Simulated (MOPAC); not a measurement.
MOPAC input (PM6):

```
PM6 PRECISE GNORM=0.05 LET XYZ GEO-OK AUX(PRECISION=9) THREADS=1
CH3BI2

C    -2.36108500 1   -0.30710400 1    0.17542400 1
B    -0.82854900 1   -0.10580000 1    0.03927600 1
I     0.47516300 1   -1.78734700 1   -0.17962400 1
I     0.02561300 1    1.85253200 1    0.14185700 1
H    -2.93358400 1    0.55524500 1   -0.16768000 1
H    -2.58264200 1   -0.42884400 1    1.24397200 1
H    -2.71561700 1   -1.20957400 1   -0.32355200 1
```

From the output:

```
                                                       MOPAC v23.2.5 Linux

          FINAL HEAT OF FORMATION =          0.13859 KCAL/MOL =       0.57985 KJ/MOL

          COSMO AREA              =        141.40 SQUARE ANGSTROMS
          COSMO VOLUME            =        135.61 CUBIC ANGSTROMS

          GRADIENT NORM           =          0.03642          =       0.01377 PER ATOM
          IONIZATION POTENTIAL    =          9.531389 EV
          HOMO LUMO ENERGIES (EV) =         -9.531 -2.464
          NO. OF FILLED LEVELS    =         12
          MOLECULAR WEIGHT        =        279.6537         POINT GROUP:  Cs

          MOLECULAR DIMENSIONS (Angstroms)

            Atom       Atom       Distance
            H     5    I     3     4.11758
            H     7    I     4     4.09142
            I     3    H     6     1.49795

          SCF CALCULATIONS        =         14

   ATOM   CHEMICAL          X               Y               Z
  NUMBER   SYMBOL      (ANGSTROMS)     (ANGSTROMS)     (ANGSTROMS)

     1       C         -2.34016262  *  -0.30501430  *   0.18107378  *
     2       B         -0.81295940  *  -0.10467325  *   0.04846453  *
     3       I          0.46845363  *  -1.79970181  *  -0.18146993  *
     4       I          0.01607796  *   1.86302339  *   0.14202924  *
     5       H         -2.90724118  *   0.55807335  *  -0.18613152  *
     6       H         -2.57583356  *  -0.42851046  *   1.24970552  *
     7       H         -2.68977130  *  -1.20273040  *  -0.34164906  *

                             CARTESIAN COORDINATES

   1    C       -2.340162625    -0.305014301     0.181073779
   2    B       -0.812959400    -0.104673253     0.048464530
   3    I        0.468453630    -1.799701811    -0.181469926
   4    I        0.016077960     1.863023392     0.142029238
   5    H       -2.907241179     0.558073349    -0.186131521
   6    H       -2.575833558    -0.428510456     1.249705522
   7    H       -2.689771303    -1.202730396    -0.341649059

           Empirical Formula: C H3 B I2  =     7 atoms

      MOLECULAR POINT GROUP   :   Cs

                  EIGENVALUES
 -25.88513 -20.82890 -20.38396 -16.18502 -14.95133 -14.74839 -12.84748 -10.99524
 -10.88320 -10.15355  -9.96675  -9.53139  -2.46448  -1.38202  -0.46395   2.68534
   4.99661   5.18150   6.15081 109.82749 110.28374 110.28506 111.33641 111.33764
 111.41283 111.45092 111.96390 112.02894 112.28406

              NET ATOMIC CHARGES AND DIPOLE CONTRIBUTIONS

  ATOM NO.   TYPE          CHARGE      No. of ELECS.   s-Pop       p-Pop       d-Pop
    1          C          -0.581778        4.5818     1.09669     3.48509
    2          B           0.339711        2.6603     1.03987     1.62042
    3          I          -0.166227        7.1662     1.96033     5.20310     0.00279
    4          I          -0.166209        7.1662     1.96032     5.20309     0.00279
    5          H           0.188890        0.8111     0.81111
    6          H           0.196720        0.8033     0.80328
    7          H           0.188893        0.8111     0.81111
 DIPOLE           X         Y         Z       TOTAL
 POINT-CHG.    -2.686    -0.359     0.307     2.727
 HYBRID         0.419     0.051     0.012     0.423
 SUM           -2.267    -0.308     0.319     2.310

          ATOMIC ORBITAL ELECTRON POPULATIONS

     Atom    s        px        py        pz      x^2-y^2     xz        z^2       yz        xy
    1  C   1.09669   1.10627   1.19797   1.18085
    2  B   1.03987   0.75384   0.60815   0.25844
    3  I   1.96033   1.75865   1.54536   1.89910   0.00079   0.00016   0.00045   0.00026   0.00114
    4  I   1.96032   1.89562   1.40226   1.90521   0.00096   0.00006   0.00046   0.00032   0.00099
    5  H   0.81111
    6  H   0.80328
    7  H   0.81111

 **********************
 *                    *
 * JOB ENDED NORMALLY *
 *                    *
 **********************

 == MOPAC DONE ==
```

The geometry given is a B3LYP-D3(BJ)/def2-TZVP minimum.
